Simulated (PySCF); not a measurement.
# Does the structure fit the spectrum?

A compound C8H10NP gives the data below (simulated from a calculation) and was assigned the structure `Cc1cncpc1C1CC1`.

13C{1H} NMR (computed): δ 188.3 (CH), 174.3 (CH), 166.8 (C), 135.9 (C), 27.0 (CH3), 17.9 (CH), 16.7 (CH2, 2C).

1H NMR (400 MHz, computed): δ 10.35 (m, 1H), 9.31 (m, 1H), 2.68 (s, 3H), 2.03 (m, 1H), 1.39 (m, 2H), 1.11 (m, 2H).

Theoretical values (PySCF 2.14.0 with density-fitted response routines): NMR shieldings at PBE0/pcSseg-1/GIAO, structure optimised with GFN2-xTB. One averaged value for each set of equivalent atoms, gas phase, non-relativistic, one computed conformer.

Shifts are taken against calculated references (same method and geometry level): 1H (σ = 31.72 ppm) and 13C (σ = 186.93 ppm) against TMS.

Task: Compare with the shifts computed for the proposed structure, pairing carbons in order of shift.

Result: Numbering as in the mapped SMILES `[CH3:1][c:2]1[cH:3][n:4][cH:5][p:6][c:7]1[CH:8]1[CH2:9][CH2:10]1`. Hydrogens are named by the atom that carries them.

```csv
atom,computed for proposal,given list,difference
C7,200.3,188.3,+12.0
C5,188.7,174.3,+14.4
C3,153.7,166.8,-13.1
C2,133.3,135.9,-2.6
C9,24.5,27.0,-2.5
C10,24.5,17.9,+6.6
C1,22.1,16.7,+5.4
C8,20.1,16.7,+3.4
```

The rms difference is 8.8 ppm and the largest +14.4 ppm at C5 (aromatic CH next to a ring nitrogen). The carbon types in order of shift don't match either: C, CH, CH, C, CH2, CH2, CH3, CH for the proposal against CH, CH, C, C, CH3, CH, CH2, CH2 in the data. The proposal doesn't fit.

Task: Which isomer fits?

Result: `Cc1cpcnc1C1CC1`.

δC 188.3: aromatic CH next to a ring nitrogen; the adjacent pyridine-type nitrogen withdraws density from it. δC 135.9: substituted aromatic carbon. δH 10.35: hydrogen on an aromatic CH next to a ring nitrogen; ring current plus the neighbouring ring nitrogen. δH 9.31: hydrogen on an aromatic CH; the ring current deshields protons in the ring plane.

Other isomers checked: Cc1cpc(C2CC2)cn1 (rms 10.0 ppm).

The data come from this structure; uniqueness wasn't tested.

Splittings by 31P in the carbon and heteronuclear signals aren't shown, as no couplings were computed. Shifts are as computed. Against solution values, carbons near 30 ppm lie about +3 ppm off and those near 130 ppm about +5 ppm. Of 1211 compounds with measured shifts, 218 miss one by over three times the rms of a fit or turn the order of signals round; such compounds aren't used in these exercises. Multiplicities follow the n + 1 count of equivalent neighbours, as no J values were calculated; m marks all less simple cases, F and P coupling included.
